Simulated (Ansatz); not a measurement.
The cluster Ge2O was relaxed with r2SCAN-D4 (def2-TZVP) in Ansatz in these states: neutral quintet, neutral triplet. The geometries follow in no particular order.

A:

| atom | x (Å) | y (Å) | z (Å) |
| --- | --- | --- | --- |
| Ge1 | -0.062 | -0.549 | -1.195 |
| Ge2 | -0.784 | 0.272 | 1.023 |
| O3 | 0.847 | 0.278 | 0.173 |

B:

```xyz
3

Ge   -1.251    0.080   -0.507
Ge    1.258    0.434   -0.238
O    -0.007   -0.514    0.745
```

Q: Judge from the bond lengths which geometry belongs to which state (an estimate).

A: A is the neutral triplet (Ge1–Ge2 2.473 Å, Ge1–O3 1.839 Å, Ge2–O3 1.839 Å); B is the neutral quintet (Ge1–Ge2 2.548 Å, Ge1–O3 1.862 Å, Ge2–O3 1.862 Å).

At PBE0-D4/def2-TZVP a singlet lies 0.48 eV below the neutral triplet. At PBE0-D4/def2-TZVP a singlet lies 4.14 eV below the neutral quintet. These are the stationary points nearest to one start from a short search; other shapes may lie lower in each state.
